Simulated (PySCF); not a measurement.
C4H7, doublet (typed; the unrestricted solution is spin-contaminated), geometry from GFN2-xTB; DF-HF/pcseg-1 run with PySCF.

PySCF was given this input:
```python
from pyscf import gto, scf

mol = gto.M(
    atom='''
C    -0.01583438    0.01152779    1.49894858
C    -0.00222843    0.02374520    0.20492787
H    -0.02223869   -0.69129602    2.29786866
C     0.00269449    1.29161997   -0.60733811
H    -0.00662782    2.16401956    0.03942821
H     0.89090871    1.32760594   -1.23693731
H    -0.87224194    1.32254452   -1.25552371
C     0.01033407   -1.24161286   -0.64220029
H     0.00629703   -2.13018294   -0.01726348
H    -0.86735589   -1.25472468   -1.28612343
H     0.90146410   -1.24964698   -1.26747727
''',
    basis='pcseg-1',
    spin=1,
    verbose=4,
)

mf = scf.UHF(mol)
mf = mf.density_fit(auxbasis='def2-universal-jkfit')
mf.kernel()
```

Question: Predict the main parts of the log of this PySCF run.

Answer: 
```
PySCF version 2.14.0

[INPUT] verbose = 4
[INPUT] num. atoms = 11
[INPUT] num. electrons = 31
[INPUT] charge = 0
[INPUT] spin (= nelec alpha-beta = 2S) = 1
[INPUT] symmetry False subgroup None
[INPUT] Mole.unit = angstrom
[INPUT] Symbol           X                Y                Z      unit          X                Y                Z       unit  Magmom
[INPUT]  1 C     -0.015834380000   0.011527790000   1.498948580000 AA   -0.029922641552   0.021784365921   2.832602291006 Bohr   0.0
[INPUT]  2 C     -0.002228430000   0.023745200000   0.204927870000 AA   -0.004211122388   0.044871924773   0.387257549590 Bohr   0.0
[INPUT]  3 H     -0.022238690000  -0.691296020000   2.297868660000 AA   -0.042025033469  -1.306360148802   4.342342437621 Bohr   0.0
[INPUT]  4 C      0.002694490000   1.291619970000  -0.607338110000 AA    0.005091848145   2.440808000319  -1.147702692911 Bohr   0.0
[INPUT]  5 H     -0.006627820000   2.164019560000   0.039428210000 AA   -0.012524764603   4.089404296602   0.074508518482 Bohr   0.0
[INPUT]  6 H      0.890908710000   1.327605940000  -1.236937310000 AA    1.683573463890   2.508811627946  -2.337472749156 Bohr   0.0
[INPUT]  7 H     -0.872241940000   1.322544520000  -1.255523710000 AA   -1.648298380959   2.499246930344  -2.372595954798 Bohr   0.0
[INPUT]  8 C      0.010334070000  -1.241612860000  -0.642200290000 AA    0.019528562052  -2.346308258138  -1.213582665216 Bohr   0.0
[INPUT]  9 H      0.006297030000  -2.130182940000  -0.017263480000 AA    0.011899662098  -4.025462351821  -0.032623249157 Bohr   0.0
[INPUT] 10 H     -0.867355890000  -1.254724680000  -1.286123430000 AA   -1.639065084628  -2.371086006933  -2.430421045086 Bohr   0.0
[INPUT] 11 H      0.901464100000  -1.249646980000  -1.267477270000 AA    1.703520260128  -2.361490544590  -2.395184909411 Bohr   0.0

nuclear repulsion = 112.514542566877
number of shells = 26
number of NR pGTOs = 149
number of NR cGTOs = 91
basis = pcseg-1
ecp = {}

******** <class 'pyscf.df.df_jk.DFUHF'> ********
method = DFUHF
initial guess = minao
damping factor = 0
level_shift factor = 0
DIIS = <class 'pyscf.scf.diis.CDIIS'>
diis_start_cycle = 1
diis_space = 8
diis_damp = 0
SCF conv_tol = 1e-09
SCF conv_tol_grad = None
SCF max_cycles = 50
direct_scf = False
number electrons alpha = 16  beta = 15
Set gradient conv threshold to 3.16228e-05
******** <class 'pyscf.df.df.DF'> ********
auxbasis = def2-universal-jkfit
init E= -156.0005520006

cycle= 1 E= -155.356358582161  delta_E= 0.644  |g|= 0.255  |ddm|= 2.14
cycle= 2 E= -155.411652452108  delta_E= -0.0553  |g|= 0.097  |ddm|= 0.412
cycle= 3 E= -155.419380176032  delta_E= -0.00773  |g|= 0.0489  |ddm|= 0.208
cycle= 4 E= -155.421625045011  delta_E= -0.00224  |g|= 0.0177  |ddm|= 0.0801
cycle= 5 E= -155.422345060882  delta_E= -0.00072  |g|= 0.0129  |ddm|= 0.0457
cycle= 6 E= -155.422926051156  delta_E= -0.000581  |g|= 0.0106  |ddm|= 0.0392
cycle= 7 E= -155.42365826871  delta_E= -0.000732  |g|= 0.00868  |ddm|= 0.0546
cycle= 8 E= -155.42461718089  delta_E= -0.000959  |g|= 0.00459  |ddm|= 0.107
cycle= 9 E= -155.424799500985  delta_E= -0.000182  |g|= 0.00162  |ddm|= 0.0582
cycle= 10 E= -155.424802134636  delta_E= -2.63e-06  |g|= 0.000781  |ddm|= 0.00401
cycle= 11 E= -155.424804916388  delta_E= -2.78e-06  |g|= 0.000316  |ddm|= 0.00886
cycle= 12 E= -155.424805173623  delta_E= -2.57e-07  |g|= 0.000128  |ddm|= 0.00246
cycle= 13 E= -155.424805219506  delta_E= -4.59e-08  |g|= 5.02e-05  |ddm|= 0.00104
cycle= 14 E= -155.424805224975  delta_E= -5.47e-09  |g|= 2.35e-05  |ddm|= 0.000182
cycle= 15 E= -155.424805225692  delta_E= -7.17e-10  |g|= 1.09e-05  |ddm|= 0.000162
Extra cycle  E= -155.424805225893  delta_E= -2e-10  |g|= 7.71e-06  |ddm|= 2.01e-05
converged SCF energy = -155.424805225893  <S^2> = 0.89309308  2S+1 = 2.1383106
```
